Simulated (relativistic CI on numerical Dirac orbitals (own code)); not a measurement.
Level scheme of Cd XXXIV

Computed by Dirac-Coulomb-Breit CI, orbitals from a KLI potential per configuration, model QED (radiative potential, 1s self-energy scaled to tabulated hydrogen-like ionisation energies), unscaled Slater integrals (own radial code, finite nucleus).

Configuration list (outside the closed core [Ne]): 3s²3p³, 3s3p⁴, 3s²3p²3d, 3p⁵, 3s3p³3d, 3p⁴3d, 3s3p²3d², 3s²3p3d4p, 3p⁴4s, 3s3p²3d4s, 3p⁴4p, 3s²3p²4s, 3s²3p²4p, 3p³3d4p, 3s²3p²4d, 3s3p³4s, 3s²3p²4f, 3s3p³4p, 3s3p³4d, 3s3p³4f, 3s²3p²5s, 3s²3p²5p, 3s²3p4s4p, 3s²3p²5d, 3s²3p²5f, 3s²3p²5g, 3s3p²4s², 3s3p³5s, 3s²3p3d², 3s²3d³, 3s3p3d³, 3s²3d²4s, 3s²3d²4p, 3s²3d²4d, 3p³3d², 3p²3d³, 3p²3d²4s, 3p²3d²4p, 3p²3d²4d, 3s²3p3d4s, 3s3p3d²4s, 3s²3d4s², 3s²3d4s4p, 3s²3d4s4d, 3s3p²3d4p, 3s3p3d²4p, 3s3p3d4s4p, 3s3p3d4p², 3s3p3d4p4d, 3p³3d4s, 3p²3d4s², 3p²3d4s4p, 3p²3d4s4d, 3s²3p4s², 3s3p3d4s², 3s²4s²4p, 3s²4s²4d, 3s²3p4p², 3s²3d4p², 3s²4s4p², 3s²4p³, 3s²4p²4d, 3s3p²4s4p, 3s3p4s²4p, 3s3p4s4p², 3s3p4s4p4d. Double excitations out of closed p, d and f shells are left out; levels of such configurations are missing from the list, as are those of other unlisted configurations, and high levels can miss mixing partners. These lack a partner that the ground configuration has and come out too high: 3s²3p²4f, 3s3p³4d, 3s3p³4f, 3s²3p²5s, 3s²3p²5p.

The lowest level is 3s²3p³ ²P°3/2, with 40 % of that term; Hund's rules for 3s²3p³ give ⁴S° with J = 3/2, of which the calculation keeps J, while another term leads.

| No. | Configuration | Term | J | E (cm⁻¹) | % | Landé g | Lifetime (s) | jj configuration (%) |
| --- | --- | --- | --- | --- | --- | --- | --- | --- |
| 1 | 3s²3p³ | ²P° | 3/2 | 0 | 40 | 1.452 |  | 3p3/2 (96) |
| 2 | 3s²3p³ | ⁴S° | 3/2 | 311849 | 49 | 1.401 | 1.55e-06 | 3p1/2 3p3/2^2 (96) |
| 3 | 3s²3p³ | ²D° | 5/2 | 368586 | 98 | 1.195 | 8.05e-06 | 3p1/2 3p3/2^2 (98) |
| 4 | 3s²3p³ | ²P° | 1/2 | 439304 | 98 | 0.659 | 1.61e-06 | 3p1/2 3p3/2^2 (98) |
| 5 | 3s²3p³ | ²P° | 3/2 | 756123 | 55 | 1.269 | 5.94e-07 | 3p3/2^3 (96) |
| 6 | 3s3p⁴ | ⁴P | 5/2 | 1002427 | 67 | 1.505 | 1.28e-10 | 3s 3p3/2^2 (80) |
| 7 | 3s²3p²3d | ⁴F | 3/2 | 1033975 | 31 | 0.873 | 6.66e-10 | 3p1/2^2 3d3/2 (80) |
| 8 | 3s3p⁴ | ⁴P | 1/2 | 1162226 | 46 | 2.318 | 2.53e-11 | 3s 3p3/2^2 (76) |
| 9 | 3s3p⁴ | ⁴P | 3/2 | 1183612 | 33 | 1.150 | 1.67e-11 | 3s 3p3/2^2 (51) |
| 10 | 3s²3p²3d | ⁴F | 5/2 | 1199802 | 32 | 1.185 | 2.46e-11 | 3p1/2^2 3d5/2 (75) |
| 11 | 3s3p⁴ | ⁴P | 3/2 | 1344765 | 27 | 1.246 | 5.46e-11 | 3s 3p1/2 3p3/2^3 (49) |
| 12 | 3s²3p²3d | ²F | 5/2 | 1356163 | 42 | 1.005 | 8.33e-10 | 3p1/2 3p3/2 3d3/2 (90) |
| 13 | 3s²3p²3d | ²P | 3/2 | 1357325 | 42 | 1.110 | 2.08e-10 | 3p1/2 3p3/2 3d3/2 (65) |
| 14 | 3s²3p²3d | ⁴D | 1/2 | 1362469 | 69 | 0.309 | 1.98e-10 | 3p1/2 3p3/2 3d3/2 (92) |
| 15 | 3s²3p²3d | ⁴F | 7/2 | 1408936 | 42 | 1.106 | 3.42e-09 | 3p1/2 3p3/2 3d3/2 (82) |
| 16 | 3s3p⁴ | ²D | 5/2 | 1411218 | 38 | 1.179 | 1.52e-10 | 3s 3p1/2 3p3/2^3 (47) |
| 17 | 3s²3p²3d | ⁴D | 7/2 | 1442723 | 48 | 1.305 | 1.32e-08 | 3p1/2 3p3/2 3d5/2 (95) |
| 18 | 3s²3p²3d | ⁴F | 9/2 | 1499640 | 52 | 1.225 | 7.55e-05 | 3p1/2 3p3/2 3d5/2 (95) |
| 19 | 3s3p⁴ | ²P | 1/2 | 1520798 | 25 | 1.166 | 7.73e-12 | 3s 3p1/2 3p3/2^3 (37) |
| 20 | 3s²3p²3d | ⁴P | 5/2 | 1527552 | 33 | 1.284 | 5.19e-12 | 3p1/2 3p3/2 3d5/2 (51) |
| 21 | 3s²3p²3d | ⁴D | 3/2 | 1529553 | 38 | 1.158 | 1.56e-11 | 3p1/2 3p3/2 3d5/2 (42) |
| 22 | 3s²3p²3d | ⁴P | 3/2 | 1577479 | 25 | 1.254 | 2.09e-12 | 3p1/2 3p3/2 3d3/2 (65) |
| 23 | 3s²3p²3d | ⁴D | 5/2 | 1598357 | 36 | 1.249 | 4.32e-12 | 3p1/2 3p3/2 3d3/2 (39) |
| 24 | 3s²3p²3d | ²G | 7/2 | 1605599 | 48 | 1.056 | 1.76e-11 | 3p1/2 3p3/2 3d5/2 (69) |
| 25 | 3s²3p²3d | ⁴P | 1/2 | 1607843 | 35 | 2.012 | 2.89e-12 | 3p1/2 3p3/2 3d3/2 (66) |
| 26 | 3s²3p²3d | ²P | 3/2 | 1662938 | 34 | 1.188 | 4.58e-12 | 3p1/2 3p3/2 3d5/2 (67) |
| 27 | 3s²3p²3d | ²D | 5/2 | 1676974 | 48 | 1.145 | 3.55e-12 | 3p1/2 3p3/2 3d5/2 (65) |
| 28 | 3s²3p²3d | ²D | 3/2 | 1684736 | 43 | 1.048 | 5.29e-12 | 3p1/2 3p3/2 3d5/2 (33) |
| 29 | 3s²3p²3d | ²P | 1/2 | 1735194 | 63 | 1.164 | 4.85e-12 | 3p1/2 3p3/2 3d5/2 (42) |
| 30 | 3s²3p²3d | ²F | 7/2 | 1823128 | 48 | 1.251 | 1.49e-10 | 3p3/2^2 3d5/2 (96) |
| 31 | 3s²3p²3d | ²P | 1/2 | 1824863 | 38 | 1.240 | 1.42e-11 | 3p3/2^2 3d5/2 (52) |
| 32 | 3s²3p²3d | ²G | 9/2 | 1847764 | 52 | 1.211 | 1.18e-06 | 3p3/2^2 3d5/2 (94) |
| 33 | 3s²3p²3d | ⁴P | 1/2 | 1887221 | 31 | 1.446 | 2.43e-12 | 3p3/2^2 3d3/2 (71) |
| 34 | 3s²3p²3d | ²D | 5/2 | 1892329 | 35 | 1.198 | 2.73e-12 | 3p3/2^2 3d3/2 (67) |
| 35 | 3s²3p²3d | ²D | 3/2 | 1894970 | 35 | 1.140 | 2.37e-12 | 3p3/2^2 3d3/2 (73) |
| 36 | 3s²3p²3d | ²F | 7/2 | 1925347 | 75 | 1.101 | 3.09e-12 | 3p3/2^2 3d3/2 (80) |
| 37 | 3s²3p²3d | ²D | 5/2 | 1989875 | 82 | 1.203 | 3.00e-10 | 3p3/2^2 3d5/2 (95) |
| 38 | 3s²3p²3d | ²D | 3/2 | 1993696 | 50 | 1.009 | 3.12e-12 | 3p3/2^2 3d3/2 (64) |
| 39 | 3s3p³3d | ⁶D° | 5/2 | 2035970 | 46 | 1.410 | 1.30e-10 | 3s 3p3/2 3d3/2 (78) |
| 40 | 3s3p³3d | ⁶D° | 3/2 | 2041436 | 55 | 1.553 | 1.05e-10 | 3s 3p3/2 3d3/2 (78) |
| 41 | 3s3p³3d | ⁶D° | 1/2 | 2041526 | 63 | 2.914 | 1.75e-10 | 3s 3p3/2 3d3/2 (77) |
| 42 | 3s3p³3d | ⁶D° | 7/2 | 2053578 | 49 | 1.429 | 2.08e-10 | 3s 3p3/2 3d3/2 (56) |
| 43 | 3s²3p²3d | ²D | 3/2 | 2080204 | 59 | 1.042 | 4.19e-12 | 3p3/2^2 3d5/2 (73) |
| 44 | 3s²3p²3d | ²D | 5/2 | 2103827 | 54 | 1.118 | 3.48e-12 | 3p3/2^2 3d5/2 (81) |
| 45 | 3s3p³3d | ⁶D° | 9/2 | 2114117 | 63 | 1.455 | 1.89e-10 | 3s 3p3/2 3d5/2 (79) |
| 46 | 3s3p⁴ | ²P | 1/2 | 2119152 | 25 | 1.645 | 2.37e-12 | 3s 3p3/2^4 (55) |
| 47 | 3s3p³3d | ⁴F° | 3/2 | 2138757 | 40 | 0.860 | 3.13e-11 | 3s 3p3/2 3d3/2 (53) |
| 48 | 3p⁵ | ²P° | 3/2 | 2184001 | 38 | 1.304 | 2.41e-11 | 3p3/2^3 (38) |
| 49 | 3s3p³3d | ⁴D° | 5/2 | 2186039 | 34 | 1.380 | 3.31e-11 | 3s 3p3/2 3d5/2 (72) |
| 50 | 3s3p³3d | ⁴G° | 5/2 | 2248561 | 41 | 0.812 | 1.34e-11 | 3s 3p3/2 3d3/2 (73) |
| 51 | 3s3p³3d | ⁴D° | 1/2 | 2267790 | 50 | 0.595 | 1.20e-11 | 3s 3p3/2 3d3/2 (73) |
| 52 | 3s3p³3d | ⁴D° | 7/2 | 2270120 | 28 | 1.246 | 2.54e-11 | 3s 3p3/2 3d5/2 (39) |
| 53 | 3s3p³3d | ⁴D° | 3/2 | 2321953 | 50 | 1.113 | 5.83e-11 | 3s 3p1/2 3p3/2^2 3d3/2 (72) |
| 54 | 3s3p³3d | ⁴D° | 1/2 | 2323367 | 67 | 0.624 | 4.82e-11 | 3s 3p3/2 3d5/2 (37) |
| 55 | 3s3p³3d | ⁴G° | 7/2 | 2330517 | 36 | 1.127 | 1.52e-11 | 3s 3p3/2 3d5/2 (66) |
| 56 | 3s3p³3d | ⁴F° | 5/2 | 2337788 | 49 | 1.173 | 3.82e-11 | 3s 3p1/2 3p3/2^2 3d3/2 (63) |
| 57 | 3s3p³3d | ⁴D° | 1/2 | 2359897 | 27 | 1.532 | 3.01e-11 | 3s 3p1/2 3p3/2^2 3d3/2 (41) |
| 58 | 3s3p³3d | ⁴F° | 7/2 | 2370023 | 58 | 1.291 | 4.19e-11 | 3s 3p1/2 3p3/2^2 3d3/2 (39) |
| 59 | 3s3p³3d | ²F° | 5/2 | 2390716 | 22 | 1.114 | 8.45e-12 | 3s 3p3/2 3d5/2 (49) |
| 60 | 3s3p³3d | ⁴D° | 3/2 | 2396313 | 43 | 1.378 | 1.01e-11 | 3s 3p3/2 3d5/2 (66) |
| 61 | 3s3p³3d | ⁴D° | 7/2 | 2421694 | 49 | 1.251 | 4.32e-11 | 3s 3p1/2 3p3/2^2 3d5/2 (47) |
| 62 | 3s3p³3d | ⁴G° | 9/2 | 2426094 | 45 | 1.258 | 9.93e-11 | 3s 3p1/2 3p3/2^2 3d3/2 (41) |
| 63 | 3s3p³3d | ²D° | 3/2 | 2436640 | 24 | 1.240 | 7.90e-12 | 3s 3p1/2 3p3/2^2 3d3/2 (22) |
| 64 | 3s²3p3d² | ⁴G° | 5/2 | 2457536 | 40 | 0.826 | 8.35e-12 | 3p1/2 3d3/2^2 (73) |
| 65 | 3s3p³3d | ⁴F° | 9/2 | 2468377 | 56 | 1.300 | 3.33e-11 | 3s 3p1/2 3p3/2^2 3d5/2 (74) |
| 66 | 3s3p³3d | ²P° | 1/2 | 2484175 | 54 | 0.622 | 5.09e-11 | 3s 3p1/2 3p3/2^2 3d5/2 (50) |
| 67 | 3s3p³3d | ²G° | 9/2 | 2521531 | 60 | 1.161 | 8.51e-11 | 3s 3p1/2 3p3/2^2 3d5/2 (50) |
| 68 | 3s3p³3d | ⁴D° | 1/2 | 2521704 | 46 | 0.586 | 4.11e-12 | 3s 3p1/2 3p3/2^2 3d3/2 (40) |
| 69 | 3s3p³3d | ⁴P° | 5/2 | 2528070 | 43 | 1.402 | 3.80e-12 | 3s 3p1/2 3p3/2^2 3d3/2 (50) |
| 70 | 3s3p³3d | ⁴G° | 11/2 | 2537474 | 95 | 1.268 | 3.78e-11 | 3s 3p1/2 3p3/2^2 3d5/2 (95) |

Energies count from the lowest computed level; ° marks odd parity; lifetimes are radiative, by E1, M1, E2, M2, E3 decay to levels of this space only. Filled j subshells are mostly left out of the jj labels.

The mean weight of the leading LS term, summed over parents, in these 70 levels is 47 %, and that of the leading jj configuration (from the same eigenvectors) 66 %, so jj coupling describes them better and the LS labels are nominal.

At this charge energies of transitions that change n are usually good to better than 1 %, and those within a shell (Δn = 0) to a few per cent.

LS names give the leading component of a level, which can be under half, so a name can repeat, a term be missing and a line seem to break the LS rules.
